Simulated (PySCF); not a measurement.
**Exercise with solution: oscillator strength and radiative lifetime**

Ge(F)(SiH3) (FGeH3Si), SMILES [F][Ge][SiH3] (connectivity only; charge and spin as stated), neutral, multiplicity 1.

Geometry: r2SCAN-D4/def2-TZVP.

TDDFT-CAM-B3LYP/def2-SVPD (PySCF) puts the first singlet state with f over 0.02 at 4.76 eV (vertical), with the transition dipole (-0.117, -0.435, 0.000) in atomic units.

Question: Find the oscillator strength, the wavelength and the radiative lifetime that this transition would have in vacuum if emission retraced absorption.

Answer: 
|μ|² = 0.2029 au, so |μ| = 1.14 D. ΔE = 4.76/27.211 = 0.1749 hartree. f = (2/3) ΔE |μ|² = 0.024 (the program prints 0.024).
λ = 1239.84/4.76 = 260 nm; ν = 38392 cm⁻¹.
Einstein's coefficient A = 0.6670 ν² f s⁻¹ (ν in cm⁻¹) = 2.3e7 s⁻¹, so τ = 1/A = 43 ns. This state is S2; the lower singlet has f = 0.003. The figure is the radiative limit of this one transition; relaxation, internal conversion, crossing to triplets and a medium change what is measured.
